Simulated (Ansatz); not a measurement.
Reaction (ligand exchange at the In–Cl bond): `[Cl][In]([Br])[Br]` + H–F → `[F][In]([Br])[Br]` + HCl

Gas-phase electronic energies from Ansatz, PBE0-D4/def2-TZVP geometries. CBS: MP2 limit from def2 TZ/QZ plus the TZ coupled-cluster correction, frozen cores. This one scheme is used for every species. Functionals use def2-TZVPP. Elements past krypton have def2 core potentials. For Br, In outer-core shells are correlated without core-valence functions, which leaves a few kJ/mol of doubt a bond. Scalar relativity is left out up to krypton.

`[Cl][In]([Br])[Br]`:

Cartesian coordinates in Å:
```
Cl 1.284 1.614 -1.067
In 0.013 0.016 -0.011
Br -1.821 -1.040 -1.213
Br 0.524 -0.589 2.291
```

H–F:

Cartesian coordinates in Å:
```
F -0.197 0.409 -0.073
H 0.197 -0.409 0.073
```

`[F][In]([Br])[Br]`:

```xyz
4

F    -0.391    1.112    1.615
In   -0.014    0.039    0.056
Br    0.265    1.210   -2.050
Br    0.140   -2.361    0.378
```

HCl:

```xyz
2

Cl   -0.459    0.119   -0.429
H     0.459   -0.119    0.429
```

```
       level  ΔE (kJ/mol)
  r2SCANh-D4         59.0
  r2SCAN0-D4         64.0
    BHLYP-D4         64.6
HF/CBS(def2)         61.4
```

Problem. What does CCSD(T)/CBS give? (Best estimate.)

Solution. Computed: +62.4 kJ/mol. The listed levels differ from it by -3.4, 1.6, 2.2, -1.0 kJ/mol.

Largest T1 diagnostic among the species: 0.012.

Leaving LDA and LC-ωPBE aside and taking each functional with its dispersion term where it has one, the values, not all of them listed here, spread over 18.1 kJ/mol, from BLYP-D4 to PBE-QIDH. LDA lies +6.6 kJ/mol from PBE without D4. From BLYP to BHLYP (50 % exact exchange), in def2-TZVPP and without D4, ΔE moves by +15.9 kJ/mol.
